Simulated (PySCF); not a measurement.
Gas-phase equilibrium of 1 mol NO, 5.8 mol O₂ at 2500 K and 0.100 bar, among 8 species (O₂, N₂, O, NO, O₃, N, N₂O, NO₂). Only gases are allowed; each row takes one source of thermochemistry for all species, and Cantera finds the minimum.

Computed with PySCF and rigid-rotor harmonic-oscillator thermochemistry at 1 bar. Table values come from the NASA 1993 polynomials. † marks an energy on the PBE0/def2-TZVP geometry and frequencies; other levels use their own. 6-31G* has spherical d functions here. Open shells (unrestricted) among the columns below: O₂ (multiplicity 3), O (multiplicity 3, electronic degeneracy 9), NO (multiplicity 2, electronic degeneracy 4), N (multiplicity 4), NO₂ (multiplicity 2); the rest are closed-shell singlets. Spin-orbit splitting is ignored; it lowers the true energy and changes the entropy of O, NO. B3LYP is the form with VWN-RPA correlation. The harmonic model lacks anharmonicity and excited electronic states, which grow with temperature; levels with a mode under 35 cm⁻¹ are left out.

Molecules larger than those listed are left out. Table species left out: NO3.

With table thermochemistry: O 0.043, O₂ 0.88, N₂ 0.065, NO 0.014, N 2.4e-7, NO₂ 7.8e-6, N₂O 6.8e-8.

How far does the composition move with the other sources (B3LYP/6-31G*, HF/def2-TZVP†, M06-2X/def2-TZVP†, PBE/def2-SVP, PBE0/def2-SVP†, LDA/def2-TZVP†)?


| thermochemistry | x O | x O₂ | x N₂ | x NO | x N | x NO₂ | x N₂O |
|---|---|---|---|---|---|---|---|
| table | 0.043 | 0.88 | 0.065 | 0.014 | 2.4e-7 | 7.8e-6 | 6.8e-8 |
| B3LYP/6-31G* | 0.032 | 0.89 | 0.064 | 0.016 | 4.3e-7 | 1.1e-5 | 1.3e-7 |
| HF/def2-TZVP† | 0.95 | 9.8e-6 | 0.031 | 3.8e-5 | 0.015 | <1e-12 | <1e-12 |
| M06-2X/def2-TZVP† | 0.040 | 0.88 | 0.066 | 0.012 | 2.9e-7 | 3.4e-6 | 4.6e-8 |
| PBE/def2-SVP | 0.0028 | 0.92 | 0.065 | 0.017 | 5.2e-8 | 0.00013 | 1.9e-6 |
| PBE0/def2-SVP† | 0.025 | 0.89 | 0.064 | 0.018 | 3.8e-7 | 2.6e-5 | 3.2e-7 |
| LDA/def2-TZVP† | 0.00020 | 0.92 | 0.067 | 0.013 | 5.3e-9 | 0.00068 | 9.5e-6 |
The most sensitive of these is NO₂: it spans a factor of 10^8.8 over these rows; at this temperature one factor of ten is RT ln 10 = 48 kJ/mol.
